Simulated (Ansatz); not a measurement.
C2H2AlF can be A, `[F][Al]1[CH]=[CH]1`, or B, `F[C]1=[CH][AlH]1`.

Calculated with Ansatz (gas phase, PBE0-D4/def2-TZVP geometries, no zero-point term in ΔE). CCSD(T)/CBS is the MP2 limit (def2-TZVPP, def2-QZVPP) plus CCSD(T) − MP2 in def2-TZVPP, frozen cores. DFT in def2-TZVPP. B3LYP here is the variant with VWN-RPA as its local correlation; programs differ in this.

A:

Z-matrix (Å, degrees):
```
Al
C 1 1.835
C 1 1.835 2 44.1
F 1 1.638 2 157.9 3 180.0
H 2 1.089 1 165.4 3 180.0
H 3 1.089 1 165.4 2 180.0
```

B:

Z-matrix (Å, degrees):
```
C
C 1 1.357
Al 1 1.853 2 69.2
F 1 1.331 2 127.5 3 180.0
H 2 1.087 1 129.3 3 180.0
H 3 1.571 1 159.4 2 -180.0
```

(1) Which is lower in electronic energy at CCSD(T)/CBS, and by how much? (Estimate.)

(2) Give E(B) − E(A) in kcal/mol with B3LYP, BLYP-D4, CCSD(T)/def2-SVP, HF/def2-TZVPP, PBE-D4, r2SCAN-D4, B2PLYP. (Estimate.)

(3) Does the order hold for the free energy at 298.15 K (harmonic terms from PBE0-D4)? (An estimate is asked.)

Largest T1 diagnostic: 0.015.

Results:

(1) Ansatz gave: A, by 54.3 kcal/mol.

(2) Computed: B3LYP 50.4, BLYP-D4 48.6, CCSD(T)/def2-SVP 50.7, HF/def2-TZVPP 53.6, PBE-D4 46.5, r2SCAN-D4 50.1, B2PLYP 52.6. None reverses the order clearly.

(3) Ansatz gave: Yes: G(B) − G(A) = +51.8 kcal/mol.

Leaving LDA and LC-ωPBE aside and taking each functional with its dispersion term where it has one, the values spread over 6.1 kcal/mol, from PBE-D4 to B2PLYP. LDA lies −2.2 kcal/mol from PBE without D4. From PBE to PBE0 (25 % exact exchange), in def2-TZVPP and without D4, E(B) − E(A) moves by +2.3 kcal/mol.
